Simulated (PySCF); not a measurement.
C₃H₈Si₂, SMILES C#C[Si@@H](C)[SiH3].

The structure is a stationary point at PBE0-D3(BJ)/def2-SVP. The structure was generated by enumeration; whether it is a known compound was not checked.

Two levels are set side by side: TDA-PBE/def2-SVPD (PySCF) and TDA-PBE0/def2-SVPD (PySCF). Vertical, same geometry. The lowest singlet is HOMO→LUMO 61 %, HOMO→LUMO+1 33 % with PBE and HOMO→LUMO 44 %, HOMO→LUMO+1 26 %, HOMO−1→LUMO 9 % with the other functional; states are paired by order. Differences are taken from unrounded values.

```
quantity                               TDA-PBE0  TDA-PBE  TDA-PBE minus TDA-PBE0
-------------------------------------  --------  -------  ----------------------
lowest singlet excitation (eV)             5.84     5.54                   -0.30
lowest triplet excitation (TDA) (eV)       4.76     4.76                    0.00
first bright state (f over 0.05) (eV)      7.05     5.82                   -1.23
its oscillator strength                    0.07     0.05                   -0.01
```

A lower first singlet is the usual sign of a functional without exact exchange. Differences between two approximate levels are no errors against the true value.

Rough cost on one machine, each run with all the roots and properties that it gave: TDA-PBE0 against TDA-PBE about 3 times.
